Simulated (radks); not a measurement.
Values are calculated unless marked as measured or tabulated.
The tellurium ion Te2+, 50 electrons, occupied as [Kr] 4d9 5p5 (not the ground configuration).

Code: a radial shooting solver on a logarithmic mesh with Libxc functionals. Model: Dirac Kohn-Sham, PBE, spin-unpolarised, spherical densities, finite nucleus; open shells fill j = l - 1/2 first; Fermi nuclear charge, rms radius 4.7423 fm.

Energy parts (eV):
total: -184854.615
kinetic: 195488.795
electron-nucleus: -447604.255
Hartree: 72019.923
exchange-correlation: -4759.078

Orbitals (lengths in bohr, moments of r in powers of bohr; <r^-3> diverges for s and p1/2; r(max) is where P^2 peaks):
orbital  occ.  eigenvalue (eV)      <r^4>   <1/r>   r(max)  <r^-3>  small-component weight
1s1/2       2        -31636.10  2.872e-06   55.57  0.01793       -                3.66e-02
2s1/2       2        -4877.032  0.0004916   12.94   0.1015       -                7.80e-03
2p1/2       2        -4571.483  0.0003149   12.92  0.07795       -                7.83e-03
2p3/2       4        -4297.010  0.0003752   11.96  0.08265    4906                7.45e-03
3s1/2       2        -995.7625    0.02140   4.604   0.2928       -                2.29e-03
3p1/2       2        -870.1473    0.02052   4.513   0.2792       -                2.24e-03
3p3/2       4        -818.9625    0.02350   4.276   0.2897   934.2                2.13e-03
3d3/2       4        -597.4516    0.01942   4.128   0.2361   148.6                2.01e-03
3d5/2       6        -586.7453    0.02027   4.067   0.2391   137.9                1.98e-03
4s1/2       2        -194.1532     0.6275   1.845   0.7000       -                6.51e-04
4p1/2       2        -150.7290     0.7873   1.736   0.7196       -                5.91e-04
4p3/2       4        -140.8354     0.9018   1.661   0.7435   180.9                5.59e-04
4d3/2       4         -71.0721      1.789   1.415   0.7983   21.95                4.25e-04
4d5/2       5         -69.5241      1.874   1.396   0.8067   20.19                4.17e-04
5p1/2       2         -26.1189      42.00  0.5989    1.910       -                9.79e-05
5p3/2       3         -24.8630      47.89  0.5762    1.977   22.95                9.20e-05

The highest occupied level is 5p3/2 at -24.863 eV. Summed over all electrons, <r^2> = 44.79 bohr^2, which gives a Langevin (diamagnetic) susceptibility term of -35.5 x 10^-6 cm^3/mol. The electron density at the nucleus is 2.279e+05 e/bohr^3. The density falls to 0.001 e/bohr^3 at r = 4.05 bohr.
